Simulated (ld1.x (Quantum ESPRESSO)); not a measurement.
## germanium, PAW: configuration errors across variants

| Item | Value |
| --- | --- |
| Element | Ge |
| Generator | ld1.x (Quantum ESPRESSO) 7.5 |
| Type | PAW |
| Functional | PBEsol |
| Relativity | non-relativistic |
| Frozen core | [Ar] 3d10 |
| Valence charge | 4 |
| Reference configuration | 4s1 4p3 |
| Partial waves | 4s (bound): rcut 1.55, rcutus 1.95 bohr; 4s channel at 3.55 Ry: rcut 1.55, rcutus 1.95 bohr; 4p (bound): rcut 1.25, rcutus 1.75 bohr; 4p channel at 0.35 Ry: rcut 1.25, rcutus 1.75 bohr; 4d channel at 0.15 Ry: rcut 1.85, rcutus 1.95 bohr; 4d channel at 1.7 Ry: rcut 1.85, rcutus 1.95 bohr |
| Local potential | all-electron potential smoothed inside 1.90 bohr (lloc = -1) |
| Core correction | Bessel-smoothed model core, default radius (core density twice the valence density) |
| Augmentation charge | PSQ, inside the norm-conserving radii |

All-electron excitation energies from the reference (eV): (1) 4s2 4p2 -7.597; (2) 4s2 4p1 -0.111; (3) 4s2 4p0 15.349; (4) 4s2 4p1.5 -4.774; (5) 4s1 4p2 8.197; (6) 4s1 4p0 49.589; (7) 4s2 4p2.3 -8.491.

The default core radius of the base comes out at 1.41 bohr.

2 further variants failed, have other tests or another functional or relativity, and are left out.

A true bound ghost makes a file unfit for plane-wave use even where its test errors are small: the radial tests pick states by their node count and pass the ghost by.

Errors AE − PS in meV (a dash: test not solved or not reliable):

| change | (1) | (2) | (3) | (4) | (5) | (6) | (7) | bound ghosts |
| --- | --- | --- | --- | --- | --- | --- | --- | --- |
| base | -9.3 | -2.2 | -19 | -5.6 | -5.4 | -208 | -11 | d |
| waves 4s (bound): rcut 1.55, rcutus 1.74 bohr; 4s channel at 3.55 Ry: rcut 1.55, rcutus 1.74 bohr | -9.3 | -2.2 | -19 | -5.6 | -5.4 | -208 | -11 | d |
| all radii but the core radius scaled by about 1.36 (s 2.66, p 2.38, d 2.66 bohr, rcut 2.12/1.70/2.52); local potential all-electron potential smoothed inside 2.60 bohr (lloc = -1) | – | – | – | – | – | – | – | none |
| waves 4d channel at 0.15 Ry: rcut 1.85, rcutus 2.32 bohr; 4d channel at 1.7 Ry: rcut 1.85, rcutus 2.32 bohr | -9.3 | -2.2 | -19 | -5.6 | -5.4 | -208 | -11 | none |
| waves 4p (bound): rcut 1.25, rcutus 2.18 bohr; 4p channel at 0.35 Ry: rcut 1.25, rcutus 2.18 bohr | -9.2 | -2.2 | -19 | -5.6 | -5.4 | -208 | -11 | d |
| wave 4p channel at 0.35 Ry: rcut 1.25, rcutus 1.75 bohr becomes 4p channel at -0.03 Ry: rcut 1.25, rcutus 1.75 bohr | -9.3 | -2.2 | -19 | -5.6 | -5.4 | -208 | -11 | d |
| type TM; waves now 4s (bound): rc 1.95 bohr; 4p (bound): rc 1.75 bohr; 4d channel at 0.15 Ry: rc 1.95 bohr; local potential all-electron potential smoothed inside 1.50 bohr (lloc = -1) | -8.7 | -6.4 | -13 | -8.0 | -1.5 | -117 | -8.6 | none |
| core correction a·sin(br)/r model core, default radius (ld1.x builds one for every PAW set, though the input has nlcc=.false.) | -12 | +6.6 | +11 | -3.3 | +7.8 | -142 | -15 | d |
| local potential all-electron potential smoothed inside 1.85 bohr (lloc = -1) | -9.3 | -2.2 | -19 | -5.6 | -5.4 | -208 | -11 | d |

(1) Give the same row for: local potential all-electron potential smoothed inside 0.92 bohr (lloc = -1).

Answers

(1) -9.2, -2.2, -19, -5.6, -5.4, -208, -11; bound ghosts: s, d.
